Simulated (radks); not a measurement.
Results of a calculation; reference values are marked as such.
Successive ionisation energies (eV) of one element, from differences of total energies of ions in their ground configurations, starting at charge 22: 1038.7, 1092.8, 1163.9, 1219.7, 1334.7, 1388.5, 3344.6, 3501.3, 3660.1, 3821.0, 4065.3, 4233.5, 4474.6, 4609.4, 19426.4, 19977.9. Level of theory: Dirac Kohn-Sham, exchange-only PBE, spin-unpolarised, spherical densities, finite nucleus; open shells fill j = l - 1/2 first; Fermi nuclear charge, rms radius 4.224 fm (a radial shooting solver on a logarithmic mesh with Libxc functionals). Which element is it?

Answer. Strontium (Z = 38). The first species listed is Sr22+ in [Ne] 3s2 3p4, the last Sr37+ in 1s1.
